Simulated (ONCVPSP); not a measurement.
## Varying the ONCV potential for carbon (C)

Base potential:

* Element: carbon
* Generator: ONCVPSP 4.0.1
* Type: optimised norm-conserving Vanderbilt (ONCV)
* Functional: Wu-Cohen
* Relativity: scalar-relativistic
* Frozen core: [He]
* Valence charge: 4
* Reference configuration: 2s2 2p0.5 (charge +1.5)
* Partial waves: 2s: rc 1.10 bohr, ncon 3, nbas 7, qcut 6.9 1/bohr, 2 projectors, debl 1.8 Ha; 2p: rc 2.10 bohr, ncon 4, nbas 7, qcut 7.9 1/bohr, 1 projector; d scattering state at 0.18 Ha: rc 1.85 bohr, ncon 4, nbas 7, qcut 6 1/bohr, 1 projector
* Local potential: polynomial inside 0.85 bohr (lpopt 5, dvloc0 3 Ha)
* Core correction: none

All-electron outer shells of the reference configuration (Wu-Cohen, scalar-relativistic, ld1.x):

```tsv
shell	level (eV)	outermost node (bohr)	outermost maximum (bohr)
1s	-297.28	–	0.18
2s	-32.69	0.37	1.16
2p	-23.96	–	1.06
```

Cutoffs, loose and tight: the cutoffs (Ha) at which the residual kinetic energy of the hardest occupied pseudo-wave falls to 1 and 0.1 mHa per electron. They do not see the model core or the augmentation charge, which bear on the density cutoff. Test errors are all-electron minus pseudo excitation energies from the reference, over the configurations 2s2 2p2; 2s2 2p1; 2s2 2p0; 2s1 2p3. A dash means not determined; rows that change the core or the reference have their own tests.

```csv
change,outcome,"cutoff, loose","cutoff, tight",bound ghosts,GHOST(+) flags above zero,largest test error (meV)
base,generated,19 Ha,28 Ha,none,none,+136
p: qcut 9.5,generated,19 Ha,28 Ha,none,none,+113
"p: ncon 3, nbas 6",generated,19 Ha,28 Ha,none,none,+163
d: rc 2.6,"generated, projector energies reset by the program",19 Ha,28 Ha,none,none,+136
reference 2s2 2p2,generated,19 Ha,25 Ha,none,none,+503
"core correction Teter function, fcfact 4.75, rcfact 1.3",generated,19 Ha,28 Ha,none,none,+120
functional PBE,generated,19 Ha,27 Ha,none,none,+168
```
